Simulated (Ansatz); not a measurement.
Relaxation of ClHSSn (4 atoms, charge 0, multiplicity 1), to a largest force component of 0.015 eV/Å in at most 40 steps.

All numbers below come from RKS r2SCAN-D4/def2-SVP (Ansatz).

```xyz
4
Properties=species:S:1:pos:R:3
S 0.327 1.326 -0.765
Sn -1.266 -0.348 -0.057
Cl -0.103 -2.321 0.391
H 1.097 1.283 0.410
```

Q: Where does it end, and by what steps?

A: The run converged. After 8 steps the energy has fallen by 0.436 eV; H4 moved furthest, 0.62 Å.

```tsv
step	energy less start (eV)	largest force component (eV/Å)	accepted
0	0.0000	1.544	yes
1	-0.1808	0.705	yes
2	-0.2895	0.813	yes
3	-0.3892	0.700	yes
4	-0.3640	1.196	no
5	-0.4304	0.182	yes
6	-0.4354	0.036	yes
7	-0.4354	0.031	yes
8	-0.4356	0.005	yes
```

```xyz
4
Properties=species:S:1:pos:R:3
S 0.196 1.504 -0.410
Sn -1.421 -0.349 -0.343
Cl 0.105 -1.952 0.610
H 1.176 0.737 0.123
```

Whether the end is a true minimum wasn't checked by a vibrational analysis.

Run time: 18 s on 1 thread of Intel(R) Xeon(R) 6975P-C (Granite Rapids) (shared host), peak memory 0.16 GiB.
